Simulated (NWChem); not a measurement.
System: CH$_{6}$AlAs; SMILES [CH3][AlH][AsH2]

Output (shortened):

```
             Northwest Computational Chemistry Package (NWChem) 7.3.0
             --------------------------------------------------------

                             Geometry "geometry" -> ""
                             -------------------------

 Output coordinates in angstroms (scale by  1.889725989 to convert to a.u.)

  No.       Tag          Charge          X              Y              Z
 ---- ---------------- ---------- -------------- -------------- --------------
    1 Al                  13.0000    -0.75160700    -1.27432600     0.02224000
    2 As                  33.0000    -0.13310500     1.07614000     0.22076500
    3 H                    1.0000    -1.20431900     1.49466000    -0.78023200
    4 H                    1.0000     0.94776500     0.94437500    -0.84743800
    5 H                    1.0000    -2.30262200    -1.64214300     0.08561300
    6 C                    6.0000     0.58954600    -2.69622600    -0.07520200
    7 H                    1.0000     0.43578900    -3.30703400    -0.98200000
    8 H                    1.0000     0.48088300    -3.38510600     0.78073000
    9 H                    1.0000     1.62756800    -2.33041900    -0.08716700

 Effective nuclear repulsion energy (a.u.)     212.3032216318

  pbe96 is a nonlocal functional; adding pw91lda local functional.
                              NWChem Property Module
                              ----------------------

  itol2e modified to match energy
  convergence criterion.

                                 NWChem DFT Module
                                 -----------------

 Summary of "ao basis" -> "ao basis" (spherical)
 ------------------------------------------------------------------------------
       Tag                 Description            Shells   Functions and Types
 ---------------- ------------------------------  ------  ---------------------
 Al                         pcsseg-1                10       24   4s5p1d
 As                         pcsseg-1                15       41   5s7p3d
 H                          pcsseg-1                 3        5   2s1p
 C                          pcsseg-1                 7       17   3s3p1d

  itol2e modified to match energy
  convergence criterion.

            General Information
            -------------------
          SCF calculation type: DFT
          Wavefunction type:  closed shell.
          No. of atoms     :     9
          No. of electrons :    58
           Alpha electrons :    29
            Beta electrons :    29
          Charge           :     0
          Spin multiplicity:     1
          Use of symmetry is: off; symmetry adaption is: off
          Maximum number of iterations: 150
          AO basis - number of functions:   112
                     number of shells:    50
          Convergence on energy requested:  1.00D-07
          Convergence on density requested:  1.00D-05
          Convergence on gradient requested:  5.00D-04

              XC Information
              --------------
          PerdewBurkeErnzerhof Exchange Functional  1.000
            Perdew 1991 LDA Correlation Functional  1.000 local
           PerdewBurkeErnz. Correlation Functional  1.000 non-local

             Grid Information
             ----------------
          Grid used for XC integration:  fine
          Radial quadrature: Mura-Knowles
          Angular quadrature: Lebedev.
          Tag              B.-S. Rad. Rad. Pts. Rad. Cut. Ang. Pts.
          ---              ---------- --------- --------- ---------
          Al                  1.25      123          10.0       770
          As                  1.15      140          12.0       974
          H                   0.35       60          13.0       590
          C                   0.70       70          12.0       590
          Grid pruning is: on
          Number of quadrature shells:   693
          Spatial weights used:  Erf1

      Superposition of Atomic Density Guess
      -------------------------------------

[...]

          -----------------------------------------
          Chemical Shielding Tensors (GIAO, in ppm)
          -----------------------------------------

                                NWChem CPHF Module
                                ------------------

  scftype          =     RHF
  nclosed          =       29
  nopen            =        0
  variables        =     2407
  # of vectors     =        3
  tolerance        = 0.10D-03
  level shift      = 0.00D+00
  max iterations   =       50
  max subspace     =       30

 SCF residual:    9.9018169657190745E-006

Iterative solution of linear equations
  No. of variables     2407
  No. of equations        3
  Maximum subspace       30
        Iterations       50
       Convergence  1.0D-04

   iter   nsub   residual    time
   ----  ------  --------  ---------
     1      3    1.13D-05     113.8

      Atom:    1  Al
        Diamagnetic
    792.1473      0.3187      0.3180
      0.3187    800.0791      0.4731
      0.3180      0.4731    796.5146

        Paramagnetic
   -736.3455    -10.3412      9.9884
    -10.3412   -599.4691     -9.2031
      9.9884     -9.2031   -451.5768

        Total Shielding Tensor
     55.8017    -10.0225     10.3064
    -10.0225    200.6100     -8.7300
     10.3064     -8.7300    344.9378

           isotropic =     200.4498
          anisotropy =     218.1357

          Principal Components and Axis System
                 1           2           3
              345.8737    200.6883     54.7876

      1         0.0376     -0.0643      0.9972
      2        -0.0625      0.9958      0.0665
      3         0.9973      0.0649     -0.0334

      Atom:    2  As
        Diamagnetic
   2876.6897      0.4106     -0.1633
      0.4106   2880.1275     -0.1522
     -0.1633     -0.1522   2874.5341

        Paramagnetic
  -1006.6660     15.2175    -25.7313
     15.2175   -978.0816   -106.1626
    -25.7313   -106.1626   -991.9186

        Total Shielding Tensor
   1870.0238     15.6282    -25.8946
     15.6282   1902.0459   -106.3149
    -25.8946   -106.3149   1882.6155

           isotropic =    1884.8950
          anisotropy =     180.6373

          Principal Components and Axis System
                 1           2           3
             2005.3199   1864.6983   1784.6669

      1         0.2101      0.9720      0.1049
      2         0.7165     -0.2261      0.6599
      3        -0.6652      0.0635      0.7440

      Atom:    3  H
        Diamagnetic
     31.1921     -5.4929     10.8817
     -5.4929     24.5535     -5.3600
     10.8817     -5.3600     29.1610

        Paramagnetic
      1.4040      1.1637     -3.2040
      1.1637      0.9560      0.9593
     -3.2040      0.9593      0.9451

        Total Shielding Tensor
     32.5962     -4.3292      7.6777
     -4.3292     25.5094     -4.4007
      7.6777     -4.4007     30.1060

           isotropic =      29.4039
          anisotropy =      18.1391

          Principal Components and Axis System
                 1           2           3
               41.4966     23.9100     22.8050

      1         0.7036     -0.6976     -0.1354
      2        -0.3593     -0.5137      0.7791
      3         0.6131      0.4995      0.6120

      Atom:    4  H
        Diamagnetic
     32.2631      0.0151    -12.2304
      0.0151     22.3244      0.2409
    -12.2304      0.2409     30.3835

        Paramagnetic
      0.6256     -0.7416      3.2803
     -0.7416      2.0616     -0.6752
      3.2803     -0.6752      0.7602

        Total Shielding Tensor
     32.8887     -0.7265     -8.9501
     -0.7265     24.3860     -0.4343
     -8.9501     -0.4343     31.1438

           isotropic =      29.4728
          anisotropy =      17.3094

          Principal Components and Axis System
                 1           2           3
               41.0124     24.7599     22.6461

      1         0.7410     -0.2738      0.6132
      2        -0.0148      0.9062      0.4226
      3        -0.6714     -0.3222      0.6674

      Atom:    5  H
        Diamagnetic
     34.4123      3.4312     -0.3145
      3.4312     25.5339      0.1016
     -0.3145      0.1016     22.6856

        Paramagnetic
     -7.0956     -0.8654      0.1564
     -0.8654     -1.2976     -0.3068
      0.1564     -0.3068      0.1773

        Total Shielding Tensor
     27.3167      2.5657     -0.1581
      2.5657     24.2363     -0.2052
     -0.1581     -0.2052     22.8629

           isotropic =      24.8053
          anisotropy =       5.9600

          Principal Components and Axis System
                 1           2           3
               28.7786     22.9250     22.7122

      1         0.8692      0.3149     -0.3812
      2         0.4928     -0.4889      0.7198
      3        -0.0403      0.8135      0.5801

      Atom:    6  C
        Diamagnetic
    251.1858     -5.5004     -0.3828
     -5.5004    254.6883      0.5946
     -0.3828      0.5946    246.7999

        Paramagnetic
    -76.0602     -5.9901      0.8155
     -5.9901    -77.9571     -1.8241
      0.8155     -1.8241    -56.3750

        Total Shielding Tensor
    175.1255    -11.4905      0.4327
    -11.4905    176.7312     -1.2294
      0.4327     -1.2294    190.4248

           isotropic =     180.7605
          anisotropy =      15.1399

          Principal Components and Axis System
                 1           2           3
              190.8538    187.0285    164.3993

      1         0.2120     -0.6492      0.7305
      2        -0.2546      0.6850      0.6826
      3         0.9435      0.3307      0.0201

      Atom:    7  H
        Diamagnetic
     24.3859     -0.9181      0.6381
     -0.9181     31.7609      7.7478
      0.6381      7.7478     32.9109

        Paramagnetic
      3.2523      1.2945     -0.3313
      1.2945      0.3492     -2.8484
     -0.3313     -2.8484      0.7123

        Total Shielding Tensor
     27.6382      0.3764      0.3068
      0.3764     32.1100      4.8994
      0.3068      4.8994     33.6232

[...]
```

Level: PBE/pcSseg-1, GIAO. Structure relaxed at the PBE0/def2-SVP level. The printed shielding anisotropy is the first printed principal value minus the mean of the other two.

Task: Reconstruct the input file.

Result: Several could match; the one computed here: the input that was run:
```
start job
memory heap 200 mb stack 900 mb global 1100 mb
geometry units angstroms noautosym nocenter noautoz
  Al    -0.751607    -1.274326     0.022240
  As    -0.133105     1.076140     0.220765
  H     -1.204319     1.494660    -0.780232
  H      0.947765     0.944375    -0.847438
  H     -2.302622    -1.642143     0.085613
  C      0.589546    -2.696226    -0.075202
  H      0.435789    -3.307034    -0.982000
  H      0.480883    -3.385106     0.780730
  H      1.627568    -2.330419    -0.087167
end
basis spherical
  Al library pcsseg-1
  As library pcsseg-1
  H library pcsseg-1
  C library pcsseg-1
end
dft
  xc xpbe96 cpbe96
  iterations 150
end
property
  shielding
end
task dft property
```
